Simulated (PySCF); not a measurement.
Computed IR spectrum (relative IR intensity) of a molecule C₂H₄BFO₂. The structure is a stationary point at PBE0-D3(BJ)/def2-SVP. One conformer was computed; it need not be the lowest. All values below come from PBE0-D3(BJ)/def2-SVP (PySCF 2.14.0). No scaling factor is applied to the harmonic values.

ν (cm⁻¹): 160 (w), 375 (vw), 460 (w), 822 (w), 900 (w), 991 (w), 1077 (s), 1128 (m), 1160 (w), 1209 (vw), 1242 (vw), 1262 (m), 1353 (vs), 1434 (m), 1459 (m), 1522 (vs), 1547 (vs), 3004 (m), 3011 (m), 3125 (m), 3129 (w) (against the strongest line: vs over 80 %, s over 45 %, m over 15 %, w over 4 %, vw less)

Which structure fits?
(A) CB(F)OC=O
(B) CC1OB(F)O1
(C) CC(=O)B(O)F
(D) FB1COCO1

D, FB1COCO1
